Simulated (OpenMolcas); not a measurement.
**What dynamic correlation does to the levels of Ne⁶⁺**

| Property | Result |
| --- | --- |
| Program | OpenMolcas 26.06 |
| Basis | ANO-RCC-VDZ [3s2p] |
| Scalar Hamiltonian | DKH2, point nucleus |
| Active space | 2 electrons in 4 orbitals (2s 2p) |
| State averaging | 2S+1 = 3 even, 3 roots (0 in the spin-orbit step); 2S+1 = 1 even, 6 roots (1 in the spin-orbit step); 2S+1 = 3 odd, 3 roots; 2S+1 = 1 odd, 3 roots |
| Spin-orbit coupling | RASSI with atomic mean-field integrals over the reference wave functions, term energies averaged over their components |

Methods on the same reference wave functions:
A. CASSCF
B. SS-CASPT2, IPEA 0.25 Eh, imaginary shift 0.1 Eh (closed shells correlated: 1s)

Energies in cm⁻¹ above 2s² ¹S₀.

```csv
Level,A,B
2s² ¹S₀,0.0,0.0
2s 2p ³P°₀,116498,116737
2s 2p ³P°₁,116937,117176
2s 2p ³P°₂,117825,118063
```

The lowest spin-free term lies below A's lowest term by 0.003 hartree in B.

The basis is small and was not contracted for so high a charge. Levels of configurations outside the active space are missing. The table leaves out levels that lie high or whose names do not pair safely across all columns.

° marks odd parity.
